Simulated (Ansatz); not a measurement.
This Ansatz (a first-principles code) input (PBE/aug-pcseg-3) gives -660.17117 Eh with 308 basis functions. A basis named .json is the Basis Set Exchange file of that set (core-valence sets with the plain set on hydrogen).

Ansatz 0.2 input:
```yaml
crystal:
  periodic: [false, false, false]
  atoms:
    - {symbol: F, position_ang: [0.34767756, 0.02766971, -0.49614866]}
    - {symbol: H, position_ang: [-0.56693657, 0.04743636, -0.34003624]}
    - {symbol: F, position_ang: [-2.48219366, 0.09331367, -0.35911979]}
    - {symbol: Cl, position_ang: [-3.13364923, 0.12604710, -1.87469125]}
basis:
  gaussian:
    orbitals: aug-pcseg-3
hamiltonian:
  xc: {name: PBE}
magnetization: {spin_polarized: false}
```

Change:
```diff
- orbitals: aug-pcseg-3
+ orbitals: def2-TZVPPD.json
```

Question: What does the run give now?

Answer: -660.14431 Eh (PBE/def2-TZVPPD, 148 functions), a change of +26.86 mEh.
